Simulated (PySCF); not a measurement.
Species: C₇H₁₃OP.
Numbering: `[CH3:1][C@H:2]1[CH2:3][P@:4](=[O:5])([CH:6]2[CH2:7][CH2:8]2)[CH2:9]1`

Definitions: NICS(0) = −σiso at the ring centroid; NICS(1) = −σiso and NICS(1)zz = −σzz at ±1 Å along the ring normal z. Level: GIAO PBE0/pcSseg-1 (PySCF, non-relativistic, gas phase) on the GFN2-xTB geometry, one conformer.

Rings: 1. C2–C3–P4–C9; 2. C6–C7–C8.

```csv
set,NICS(0),"NICS(1), two faces","NICS(1)zz, two faces"
P,-45.3,-9.8 / -8.6,-25.1 / -24.4
Q,-4.0,-3.2 / -1.7,-0.7 / 3.0
```

Question: Which set (ppm) belongs to which ring?

Answer: P = 2, Q = 1.
- 1 (4-membered ring with P; formal bonds all single): mean NICS(1)zz 1.2 ppm, near zero. C2, C3, P4, C9 have four or more neighbours, so the value isn't read as a sign of a π ring current.
- 2 (3-membered carbocycle; formal bonds all single): mean NICS(1)zz -24.7 ppm, shielded. C6, C7, C8 have four or more neighbours; no verdict on aromaticity is drawn.

Question: How do the rings differ in shape?

Answer: 
```json
{"ring": "1", "bond lengths (Å)": "1.545, 1.851, 1.851, 1.545", "rms pucker (Å)": "0.11", "HOMA": "–", "nearest outside atom to a NICS(1) probe (Å)": "hydrogen 1.43"}
{"ring": "2", "bond lengths (Å)": "1.501, 1.489, 1.501", "rms pucker (Å)": "0.00", "HOMA": "–", "nearest outside atom to a NICS(1) probe (Å)": "hydrogen 1.43"}
```

Conformer computed: `[CH3:1][C@H:2]1[CH2:3][P@:4](=[O:5])([CH:6]2[CH2:7][CH2:8]2)[CH2:9]1`: C3–P4–C6–C7 105°.
